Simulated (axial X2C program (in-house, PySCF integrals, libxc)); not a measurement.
## SeCl⁺: cheaper levels and CCSD(T), two-component

Calculated with an in-house all-electron X2C program for linear molecules (integrals from PySCF). Two-component (2c) means X2C with spin–orbit coupling and atomic mean-field two-electron Coulomb and Gaunt terms. Basis: Se dyall-cv3z [8s9p6d4f1g], Cl dyall-av3z [9s8p3d2f] (cores contracted in-house); Gaussian nuclei, density fitting, unrestricted open shells. Masses: Se 79.917 u, Cl 34.969 u.

State: Ω = 1 (⟨Sz⟩ = 1.00, ⟨Lz⟩ = 0.00 at HF); fragments Se+ + Cl.

| level | Re (Å) | ωe (cm⁻¹) | De (eV) |
| --- | --- | --- | --- |
| PBE0 | 2.031 | 534.3 | 3.24 |
| CCSD | 2.044 | 517.7 | 2.53 |
| B97-3 | 2.044 | 524.6 | 3.19 |

Correlated methods: 12 electrons correlated (number of frozen shells: Se 3 s, 2 p, 1 d; Cl 2 s, 1 p), 212 virtual spin orbitals or spinors in MP2, 90 natural virtuals in coupled cluster.

CCSD(T), same Hamiltonian and basis:

Re = 2.050 Å, ωe = 512.2 cm⁻¹, De = 2.70 eV; T1 = 0.026 (Lee–Taylor normalisation).

Task: Give the differences from CCSD(T) in the columns below.

Result: 

```json
{"level": "PBE0", "ΔRe (Å)": "-0.019", "Δωe (cm⁻¹)": "22", "ΔDe (eV)": "0.54"}
{"level": "CCSD", "ΔRe (Å)": "-0.006", "Δωe (cm⁻¹)": "6", "ΔDe (eV)": "-0.17"}
{"level": "B97-3", "ΔRe (Å)": "-0.006", "Δωe (cm⁻¹)": "12", "ΔDe (eV)": "0.49"}
```

One determinant describes the state; a PBE0 search over occupations chose it and may have missed a lower one. De is counted from the lowest determinant-based energies of the atoms at the same level, without counterpoise correction. Density functionals use the spin component along the axis (collinear). CCSD and (T) use frozen natural virtuals with an MP2 correction for the truncation; (T) itself is uncorrected, so its De runs slightly low. In 2c an atomic determinant is not the ground J level, so De misses part of the atomic spin–orbit lowering. This holds for PBE0. PBE0 can misorder states that lie within some tenths of an eV, so this need not be the ground state of the molecule. The nearest other 2c determinant of the search, Ω = 0, lies 0.63 eV up at the distance of the search. Without a current term, density functionals place determinants with orbital angular momentum somewhat too high. With several unpaired electrons one determinant need not be a pure state. Open-shell Ω = 0 determinants with evenly filled partner blocks cannot be reached by this program, so the Ω shown need not be the lowest component. This is the Ω = 1 component of a π² triplet; the 0⁺ component is not one determinant and can lie lowest. The determinant is spin-polarised beyond a pure state at some levels (its spin-free form has ⟨S²⟩ too high), which makes Re and μ there less reliable.
